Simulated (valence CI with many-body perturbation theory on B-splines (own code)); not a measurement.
Level structure of Ru13+

Calculated by valence CI with perturbative core correlation (CI+MBPT): three valence electrons over a frozen Dirac-Fock core [Ar] 3d10, radial functions for each j: 11 s, 11 p, 10 d, 8 f, 5 g, 2 h, with the one-electron correlation potential Σ1, the two-electron term Σ2, the three-electron term Σ3, Breit, model QED; selected CI, second order for the rest, scaled by the run's own slope (own B-spline code, finite nucleus).

No measured levels were compared; by estimate levels hold to about 250 cm⁻¹ or 0.2 % of their energy and the worst to 1 %, as in measured heavy ions of charge 2 to 7; those with d or f electrons hold less well.

Levels 46 to 90 of 192, with energies above the lowest level, 4s²4p ²P°_1/2. "Leading %" is the weight of the configuration and term that name the level; weights of strongly mixed levels are sums over their largest components and can fall short. In the jj column 3d3/2^4 stands for four electrons in 3d with j = 3/2.

| No. | Configuration | Term | J | E (cm⁻¹) | Leading % | Leading jj | Second component | g |
| --- | --- | --- | --- | --- | --- | --- | --- | --- |
| 46 | 4p²4d | ²F | 5/2 | 992780 | 60 | 4p1/2 4p3/2 4d3/2 (84 %) | 34 % 4p²4d ⁴F | 0.917 |
| 47 | 4p²4d | ²F | 7/2 | 1001100 | 45 | 4p1/2 4p3/2 4d3/2 (69 %) | 29 % 4p²4d ⁴F | 1.139 |
| 48 | 4p²4d | ⁴F | 7/2 | 1004500 | 50 | 4p1/2 4p3/2 4d5/2 (93 %) | 30 % 4p²4d ⁴D | 1.279 |
| 49 | 4p²4d | ²P | 3/2 | 1004900 | 43 | 4p1/2 4p3/2 4d3/2 (80 %) | 36 % 4p²4d ⁴D | 1.115 |
| 50 | 4p²4d | ⁴D | 1/2 | 1006700 | 84 | 4p1/2 4p3/2 4d3/2 (96 %) | 13 % 4p²4d ²P | 0.104 |
| 51 | 4p²4d | ⁴F | 9/2 | 1013100 | 63 | 4p1/2 4p3/2 4d5/2 (84 %) | 32 % 4p²4d ²G | 1.256 |
| 52 | 4p²4d | ⁴D | 5/2 | 1020600 | 62 | 4p1/2 4p3/2 4d5/2 (60 %) | 14 % 4p²4d ⁴F | 1.272 |
| 53 | 4p²4d | ⁴D | 3/2 | 1021600 | 45 | 4p1/2 4p3/2 4d5/2 (75 %) | 44 % 4p²4d ²P | 1.243 |
| 54 | 4p²4d | ²G | 7/2 | 1031800 | 63 | 4p1/2 4p3/2 4d5/2 (38 %) | 12 % 4p²4d ⁴F | 1.000 |
| 55 | 4p²4d | ⁴D | 7/2 | 1044500 | 54 | 4p3/2^2 4d5/2 (89 %) | 29 % 4p²4d ²F | 1.287 |
| 56 | 4p²4d | ²P | 1/2 | 1045100 | 70 | 4p3/2^2 4d5/2 (51 %) | 11 % 4p²4d ⁴D | 0.862 |
| 57 | 4p²4d | ⁴P | 5/2 | 1049400 | 55 | 4p1/2 4p3/2 4d5/2 (70 %) | 36 % 4p²4d ²D | 1.425 |
| 58 | 4p²4d | ²G | 9/2 | 1049900 | 56 | 4p3/2^2 4d5/2 (82 %) | 33 % 4p²4d ⁴F | 1.188 |
| 59 | 4p²4d | ⁴P | 3/2 | 1053300 | 46 | 4p1/2 4p3/2 4d3/2 (70 %) | 26 % 4p²4d ²D | 1.322 |
| 60 | 4p²4d | ⁴P | 1/2 | 1063900 | 69 | 4p1/2 4p3/2 4d3/2 (55 %) | 20 % 4p²4d ²P | 2.122 |
| 61 | 4p²4d | ²D | 5/2 | 1066400 | 48 | 4p1/2 4p3/2 4d3/2 (28 %) | 16 % 4p²4d ⁴P | 1.208 |
| 62 | 4p²4d | ²D | 3/2 | 1074300 | 45 | 4p3/2^2 4d3/2 (74 %) | 41 % 4p²4d ⁴P | 1.209 |
| 63 | 4p²4d | ²D | 3/2 | 1077200 | 84 | 4p1/2 4p3/2 4d5/2 (53 %) | 5 % 4p²4d ²P | 0.839 |
| 64 | 4s²5p | ²P° | 1/2 | 1081000 | 96 | 4s^2 5p1/2 (96 %) |  | 0.666 |
| 65 | 4p²4d | ²F | 5/2 | 1082400 | 46 | 4p3/2^2 4d3/2 (40 %) | 15 % 4p²4d ⁴P | 1.047 |
| 66 | 4p²4d | ²P | 1/2 | 1085500 | 66 | 4p1/2 4p3/2 4d5/2 (76 %) | 20 % 4p²4d ²S | 0.983 |
| 67 | 4p²4d | ²F | 7/2 | 1092800 | 68 | 4p3/2^2 4d3/2 (44 %) | 22 % 4s4p4f ²F | 1.134 |
| 68 | 4s²5p | ²P° | 3/2 | 1096200 | 96 | 4s^2 5p3/2 (96 %) |  | 1.334 |
| 69 | 4p²4d | ²S | 1/2 | 1106000 | 62 | 4p3/2^2 4d3/2 (42 %) | 19 % 4p²4d ⁴P | 1.926 |
| 70 | 4p²4d | ²P | 3/2 | 1110800 | 66 | 4p3/2^2 4d5/2 (62 %) | 10 % 4p²4d ²D | 1.280 |
| 71 | 4p²4d | ²D | 5/2 | 1111100 | 90 | 4p3/2^2 4d5/2 (85 %) |  | 1.201 |
| 72 | 4p²4d | ²D | 5/2 | 1131300 | 61 | 4p3/2^2 4d5/2 (62 %) | 11 % 4s4p4f ²D | 1.153 |
| 73 | 4p²4d | ²D | 3/2 | 1132800 | 73 | 4p3/2^2 4d3/2 (48 %) | 18 % 4s4p4f ²D | 0.807 |
| 74 | 4s4p4f | ⁴G | 5/2 | 1142900 | 44 | 4s 4p1/2 4f5/2 (64 %) | 37 % 4s4p4f ⁴F | 0.833 |
| 75 | 4s4p4f | ⁴F | 7/2 | 1144000 | 41 | 4s 4p1/2 4f7/2 (57 %) | 34 % 4s4p4f ⁴G | 1.143 |
| 76 | 4s4p4f | ⁴F | 3/2 | 1146900 | 60 | 4s 4p1/2 4f5/2 (45 %) | 29 % 4s4d² ⁴F | 0.443 |
| 77 | 4s4p4f | ⁴F | 9/2 | 1149000 | 41 | 4s 4p1/2 4f7/2 (65 %) | 28 % 4s4p4f ⁴G | 1.257 |
| 78 | 4s4p4f | ⁴G | 5/2 | 1153900 | 48 | 4s 4p1/2 4f5/2 (52 %) | 23 % 4s4p4f ⁴F | 0.819 |
| 79 | 4s4p4f | ⁴G | 7/2 | 1159800 | 46 | 4s 4p1/2 4f7/2 (43 %) | 15 % 4s4p4f ⁴D | 1.121 |
| 80 | 4s4p4f | ⁴G | 9/2 | 1172500 | 42 | 4s 4p3/2 4f7/2 (50 %) | 25 % 4s4d² ⁴F | 1.235 |
| 81 | 4s4p4f | ²G | 7/2 | 1172900 | 46 | 4s 4d3/2 4d5/2 (24 %) | 26 % 4s4d² ²G | 0.940 |
| 82 | 4s4p4f | ⁴D | 7/2 | 1180200 | 54 | 4s 4p1/2 4f7/2 (35 %) | 23 % 4s4d² ⁴F | 1.300 |
| 83 | 4s4p4f | ²G | 9/2 | 1182900 | 35 | 4s 4p3/2 4f5/2 (51 %) | 34 % 4s4d² ²G | 1.127 |
| 84 | 4s4p4f | ⁴G | 11/2 | 1183000 | 100 | 4s 4p3/2 4f7/2 (100 %) |  | 1.273 |
| 85 | 4s4p4f | ⁴D | 5/2 | 1187100 | 49 | 4s 4p1/2 4f7/2 (28 %) | 25 % 4s4d² ⁴F | 1.160 |
| 86 | 4s4p4f | ²F | 5/2 | 1192000 | 37 | 4s 4p1/2 4f5/2 (30 %) | 16 % 4s4p4f ²D | 1.025 |
| 87 | 4s4p4f | ⁴D | 3/2 | 1193900 | 48 | 4s 4p1/2 4f5/2 (27 %) | 38 % 4s4d² ⁴F | 0.821 |
| 88 | 4s4p5s | ⁴P° | 1/2 | 1194500 | 94 | 4s 4p1/2 5s (96 %) | 4 % 4s4p5s ²P° | 2.569 |
| 89 | 4s4p4f | ²F | 7/2 | 1203600 | 49 | 4s 4p3/2 4f7/2 (40 %) | 14 % 4p²4d ²F | 1.137 |
| 90 | 4s4p4f | ⁴D | 1/2 | 1203700 | 98 | 4s 4p3/2 4f5/2 (98 %) |  | -0.002 |

Names give the largest LS component (configuration and term), which can be under half, so a name can repeat, a term be missing and a line seem to break the LS rules; names also repeat where a configuration has a term twice.

Where two levels of one J and parity lie close, their mixing, g and order are uncertain.
